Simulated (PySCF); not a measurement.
## The halides of germanium, GeF₂ to GeBr₂

Level: PBE0 in the def2-TZVP basis family, all electrons, no relativity, computed in PySCF with density fitting; open shells unrestricted.

Each entry is the lowest minimum that a search over a few typed start shapes (and spin states, where more than one is plausible) found, or that minimum re-optimised at the stated level; isomers with ligand–ligand bonds, or fragments after loss of a ligand pair, can lie lower.

| molecule | 2S+1 | point group | mean bond to Ge (Å) | highest ω (cm⁻¹) | dipole (D) | gap (eV) | distinct angles (°) |
| --- | --- | --- | --- | --- | --- | --- | --- |
| GeF₂ | 1 | C2v | 1.745 | 694 | 2.47 | 6.36 | 97 |
| GeCl₂ | 1 | C2v | 2.182 | 409 | 1.99 | 5.03 | 100 |
| GeBr₂ | 1 | C2v | 2.342 | 292 | 1.81 | 4.58 | 101 |

The bond lengthens at every step; the largest change, 0.437 Å, falls between GeF₂ and GeCl₂ among the members listed.

Left out of the table are members whose search was unfinished or whose lowest solution was spin-contaminated, unstable, very soft or bonded differently.
